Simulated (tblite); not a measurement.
A geometry optimisation, step by step.

Species: C₇H₁₅OP.
Bonds: C1–C2 (double), C2–C3, C3–P4, P4–C5, P4–C6, C6–C7, C7–C8, C8–O9. Hydrogens: H10, H11 on C1; H12 on C2; H13, H14 on C3; H15, H16, H17 on C5; H18, H19 on C6; H20, H21 on C7; H22, H23 on C8; H24 on O9.

Computed with GFN2-xTB (tblite), gas phase: L-BFGS steps from a force-field or distance-geometry start until the largest atomic force falls under 0.01 eV/Å. 3 of its 200 geometries are shown.

Step 0: E = -792.6069 eV, largest atomic force 3.809 eV/Å
```
atom  x, y, z in Å  |  force x, y, z in eV/Å
C1      4.160   -0.142   -0.578   -0.901  -0.098   0.438
C2      3.031   -0.305    0.124    1.025  -0.196  -0.351
C3      1.956    0.692    0.055   -0.418   0.487   1.014
P4      0.336    0.033   -0.562   -0.133  -0.121  -3.805
C5      0.071   -1.698    0.008    0.554  -0.802   2.035
C6     -0.958    1.233    0.015    0.615   0.717   1.700
C7     -2.200    0.559    0.541   -0.065   0.554   1.469
C8     -2.866   -0.304   -0.484   -1.525   0.064   0.020
O9     -3.242    0.478   -1.596   -1.338   0.827   0.089
H10     4.300    0.722   -1.228   -0.030  -0.400   0.277
H11     4.949   -0.864   -0.529    0.211  -0.065  -0.047
H12     2.868   -1.164    0.789    0.318   0.394  -0.334
H13     2.262    1.460   -0.675   -0.403  -0.056   0.392
H14     1.770    1.143    1.051    0.269   0.039  -0.206
H15    -0.215   -2.404   -0.794    0.060   0.827   0.225
H16    -0.653   -1.788    0.852    0.411  -0.037  -0.511
H17     1.065   -2.059    0.399   -0.911   0.240  -0.355
H18    -0.523    1.787    0.881   -0.086  -0.001  -0.328
H19    -1.186    2.001   -0.742    0.236  -0.685  -0.083
H20    -1.919    0.021    1.480   -0.372   0.013  -0.718
H21    -2.944    1.335    0.862    0.495  -0.352  -0.195
H22    -2.242   -1.120   -0.848   -0.113   0.173  -0.040
H23    -3.812   -0.671   -0.013    0.541  -0.469  -0.244
H24    -4.021    1.076   -1.335    1.559  -1.053  -0.441
```

Step 100: E = -793.8416 eV, largest atomic force 0.085 eV/Å
```
atom  x, y, z in Å  |  force x, y, z in eV/Å
C1      4.031    0.014   -0.978   -0.011   0.005   0.005
C2      3.085   -0.247   -0.094   -0.010  -0.001  -0.003
C3      1.867    0.579    0.121   -0.024  -0.005   0.004
P4      0.332   -0.320   -0.482   -0.045   0.052   0.005
C5      0.239   -1.623    0.830   -0.054  -0.026   0.060
C6     -0.900    0.894    0.235    0.011   0.018  -0.002
C7     -2.319    0.344    0.339   -0.007   0.006  -0.047
C8     -2.896   -0.091   -1.010   -0.015  -0.010  -0.038
O9     -3.237    0.984   -1.850    0.022   0.013   0.051
H10     3.995    0.886   -1.610   -0.030  -0.018   0.001
H11     4.883   -0.632   -1.104    0.011   0.013   0.005
H12     3.158   -1.129    0.530    0.031  -0.003  -0.009
H13     1.925    1.511   -0.444    0.037   0.015  -0.004
H14     1.745    0.810    1.185   -0.002  -0.015  -0.020
H15    -0.720   -2.134    0.747    0.062  -0.004   0.007
H16     0.344   -1.201    1.831    0.005  -0.015  -0.036
H17     1.025   -2.354    0.652    0.007  -0.002   0.024
H18    -0.565    1.221    1.227    0.012  -0.025  -0.043
H19    -0.891    1.764   -0.429   -0.034  -0.024   0.009
H20    -2.341   -0.511    1.017    0.016   0.013  -0.004
H21    -2.966    1.119    0.763   -0.018  -0.013   0.029
H22    -2.152   -0.666   -1.568    0.035  -0.009   0.024
H23    -3.773   -0.735   -0.839   -0.014   0.033  -0.007
H24    -3.882    1.539   -1.395    0.016   0.002  -0.013
```

Step 199: E = -793.8818 eV, largest atomic force 0.009 eV/Å
```
atom  x, y, z in Å  |  force x, y, z in eV/Å
C1      3.776   -0.072   -1.212    0.004   0.001   0.002
C2      3.046   -0.134   -0.113    0.002   0.000   0.002
C3      1.762    0.592    0.079    0.002   0.005  -0.003
P4      0.296   -0.531   -0.252   -0.002   0.009  -0.001
C5      0.452   -1.628    1.234    0.004   0.002   0.000
C6     -0.999    0.642    0.410    0.003  -0.006  -0.002
C7     -2.412    0.108    0.192   -0.001  -0.003   0.001
C8     -2.794    0.155   -1.287   -0.003  -0.003   0.001
O9     -2.867    1.467   -1.790    0.003  -0.001  -0.005
H10     3.483    0.541   -2.049   -0.001  -0.001   0.000
H11     4.692   -0.626   -1.322    0.003  -0.001   0.000
H12     3.363   -0.760    0.712   -0.007  -0.004   0.001
H13     1.683    1.416   -0.635    0.001   0.001   0.000
H14     1.681    0.987    1.096    0.002   0.000  -0.004
H15    -0.464   -2.205    1.350   -0.004  -0.002  -0.001
H16     0.637   -1.054    2.141    0.002   0.004   0.005
H17     1.271   -2.325    1.070   -0.002  -0.002   0.000
H18    -0.818    0.827    1.473    0.001   0.003   0.001
H19    -0.893    1.586   -0.131   -0.002  -0.003   0.001
H20    -2.488   -0.923    0.543    0.001  -0.005  -0.003
H21    -3.125    0.710    0.766    0.000   0.000   0.003
H22    -2.022   -0.343   -1.880   -0.002   0.000   0.003
H23    -3.749   -0.368   -1.441   -0.002   0.000  -0.002
H24    -3.522    1.957   -1.281   -0.005   0.007   0.004
```

**Question.** Summarise the path.

**Answer.** The energy falls by 123.01 kJ/mol from step 0 to step 199; nine tenths of that is first reached at step 49. It rises by more than 0.2 meV at step 37. The largest force goes from 3.809 to 0.009 eV/Å. Among the bonds O9–H24 changes most, from 1.016 to 0.964 Å; the atoms move by 1.062 Å rms after alignment.

**Question.** Follow the three bonds and two angles with the largest change from start to end.

**Answer.** 
```
step  E above end (kJ/mol)  largest force (eV/Å)  O9–H24 (Å)  C5–H17 (Å)  C7–C8 (Å)  C5–P4–C6 (°)  C3–P4–C5 (°)
   0                123.01                 3.809       1.016       1.128      1.496         114.3         110.9
   9                 39.74                 0.327       0.962       1.080      1.535         105.9         102.5
  17                 32.83                 0.149       0.963       1.081      1.528         102.7         100.6
  26                 29.27                 0.115       0.964       1.084      1.531         102.4          99.0
  35                 20.70                 0.290       0.964       1.088      1.529         103.8          96.8
  43                 14.43                 0.157       0.964       1.088      1.530         103.0          96.4
  52                 11.61                 0.078       0.964       1.090      1.528         102.1          96.4
  61                 10.58                 0.086       0.963       1.089      1.529         102.0          97.5
  69                  9.55                 0.065       0.964       1.090      1.529         101.6          97.8
  78                  6.73                 0.126       0.963       1.089      1.530          99.4          98.1
  87                  5.37                 0.086       0.966       1.088      1.529          98.8          98.3
  95                  4.28                 0.081       0.964       1.089      1.530          98.6          99.0
 104                  3.44                 0.071       0.965       1.090      1.531          99.1          98.1
 112                  2.61                 0.057       0.965       1.088      1.531          99.0          97.2
 121                  1.81                 0.090       0.963       1.088      1.529          98.5          97.8
 130                  0.84                 0.042       0.964       1.089      1.529          98.7          98.4
 138                  0.71                 0.016       0.964       1.088      1.529          98.6          98.3
 147                  0.64                 0.013       0.964       1.088      1.529          98.3          98.3
 156                  0.57                 0.025       0.964       1.088      1.529          98.1          98.5
 164                  0.49                 0.018       0.964       1.088      1.529          98.1          98.6
 173                  0.32                 0.029       0.965       1.088      1.529          98.4          98.5
 182                  0.14                 0.015       0.964       1.088      1.530          98.5          98.4
 190                  0.08                 0.026       0.964       1.088      1.529          98.5          98.5
 199                  0.00                 0.009       0.964       1.088      1.529          98.4          98.5
```
